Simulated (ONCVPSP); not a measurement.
u(r) = r·R(r): atom against pseudo-atom (beryllium (Be))

Columns: radius, all-electron u(r) and pseudo u(r) of the 1s shell (level -117.77 eV) of beryllium in the configuration 1s2 2s1; PBE, non-relativistic, ONCV scheme, ONCVPSP 4.0.1.

```tsv
r (bohr)	all-electron	pseudo
0.045	0.5516	0.3291
0.090	0.9241	0.6394
0.135	1.1621	0.9132
0.180	1.3014	1.1365
0.225	1.3696	1.3007
0.270	1.3867	1.4030
0.315	1.3676	1.4464
0.360	1.3235	1.4384
0.405	1.2628	1.3893
0.450	1.1919	1.3104
0.495	1.1152	1.2127
0.540	1.0361	1.1067
0.585	0.9572	1.0016
0.630	0.8800	0.9036
0.675	0.8057	0.8160
0.720	0.7352	0.7385
0.765	0.6689	0.6696
0.810	0.6069	0.6069
0.855	0.5493	0.5493
0.900	0.4962	0.4962
0.945	0.4474	0.4474
0.990	0.4027	0.4027
1.035	0.3618	0.3618
1.080	0.3246	0.3246
1.125	0.2908	0.2908
1.170	0.2604	0.2604
```

(1) How many radial nodes do the two functions have?

(2) At about which radius was the pseudo-wave matched?

(3) Where does each function peak?

(4) Is the pseudo-wave norm-conserving?

Answers

(1) The all-electron 1s function has n − l − 1 = 0; the pseudo-wave has 0.

(2) 0.90 bohr. The columns agree to 0.0005 from 0.81 bohr on; several derivatives are matched, so the curves merge somewhat inside the radius.

(3) Outermost all-electron maximum near 0.27 bohr, pseudo maximum near 0.32 bohr (to the table’s step).

(4) Yes: the ONCV scheme keeps the norm inside the radius equal to the all-electron one, which fixes the energy derivative of the logarithmic derivative at the level.
